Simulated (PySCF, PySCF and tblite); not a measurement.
A run on one conformer of C6H10OS2, numbered as in [CH3:1][CH2:2][C:3](=[S:4])[CH2:5][O:6][C:7]([CH3:8])=[S:9], from an ensemble study. The sound level was PBE0/6-31G* on GFN2-xTB geometries.

Input:

```
{"job": {"xc": "HSE06", "basis": "cc-pVDZ", "scf": {"conv": 1e-06}, "gauge": [10, 10, 10], "kind": "nmr", "pop": false}, "charge": 0, "multiplicity": 1}
C      2.126325    -0.790519     0.074469
C      1.381069     0.021607    -0.993331
C      1.044809     1.377280    -0.471079
S      1.976332     2.672115    -0.768796
C     -0.138599     1.520999     0.435999
O     -1.213729     0.665249     0.085033
C     -1.586591    -0.306060     0.903807
C     -2.732889    -1.101202     0.371029
S     -0.898106    -0.623828     2.349220
H      3.035411    -0.272265     0.369563
H      1.508451    -0.939520     0.956618
H      2.393623    -1.763682    -0.328305
H      2.021812     0.129162    -1.869263
H      0.469016    -0.506883    -1.280920
H     -0.508634     2.549885     0.409298
H      0.171108     1.285229     1.470454
H     -2.990995    -0.766605    -0.630517
H     -3.593774    -0.983443     1.027460
H     -2.474445    -2.158268     0.357000
```

Command: OMP_NUM_THREADS=1 python ens_run.py task.json out

Output:

```
final grid: 155672 points
cycle   1  E = -1105.5873433873  dE =  1.243e+00  |g| = 6.036e-01  |ddm| = 7.923e+00
cycle   2  E = -1105.4406664291  dE =  1.467e-01  |g| = 9.732e-01  |ddm| = 2.523e+00
cycle   3  E = -1105.6619619385  dE = -2.213e-01  |g| = 2.435e-01  |ddm| = 1.638e+00
cycle   4  E = -1105.6774722771  dE = -1.551e-02  |g| = 7.860e-02  |ddm| = 4.496e-01
cycle   5  E = -1105.6788702109  dE = -1.398e-03  |g| = 2.713e-02  |ddm| = 1.389e-01
cycle   6  E = -1105.6790306784  dE = -1.605e-04  |g| = 5.602e-03  |ddm| = 4.422e-02
cycle   7  E = -1105.6790384305  dE = -7.752e-06  |g| = 1.215e-03  |ddm| = 1.189e-02
cycle   8  E = -1105.6790388048  dE = -3.743e-07  |g| = 2.132e-04  |ddm| = 2.536e-03
converged SCF energy = -1105.6790388048

GIAO shielding tensors (ppm)
atom      isotropic    diamagn.    paramagn.     s11        s22        s33       span
  0 C      235.994     526.476    -290.481     21.779    217.345    468.859    447.080
  1 C       -7.958     -75.282      67.324   -266.324   -110.114    352.563    618.887
  2 C     -166.345     477.362    -643.707   -433.610   -251.832    186.407    620.017
  3 S      108.860    1655.529   -1546.669  -1531.862    396.094   1462.348   2994.210
  4 C      398.187    1101.106    -702.918    173.539    450.223    570.800    397.261
  5 O      -58.719      89.029    -147.747   -283.477   -144.930    252.252    535.729
  6 C     -365.909     -78.854    -287.056   -726.675   -470.309     99.256    825.932
  7 C     -249.510    -652.477     402.967   -547.555   -454.348    253.373    800.928
  8 S      554.094    1476.814    -922.720   -299.681    587.030   1374.933   1674.614
  9 H      358.361    1162.986    -804.625    -36.885    485.891    626.076    662.961
 10 H      161.512     441.710    -280.198    -79.395    129.219    434.711    514.106
 11 H     -160.433    -591.568     431.135   -469.578   -285.895    274.172    743.750
 12 H     -187.322    -426.609     239.286   -573.760   -303.748    315.541    889.301
 13 H     -410.407   -1259.686     849.279   -731.320   -629.268    129.367    860.687
 14 H      238.977     715.423    -476.446   -220.461    296.898    640.493    860.954
 15 H      567.203    1537.342    -970.138    144.127    750.834    806.649    662.522
 16 H     -407.254   -1170.026     762.772   -747.538   -611.319    137.095    884.634
 17 H     -302.326    -711.054     408.728   -626.228   -498.554    217.804    844.033
 18 H     -427.403   -1098.697     671.293   -753.771   -660.693    132.255    886.026
```

Question: What is wrong with this calculation?

Answer: The setting at fault: common gauge origin in a small basis. (The functional also differs from the sound level's.) The calculation finished and met its thresholds.
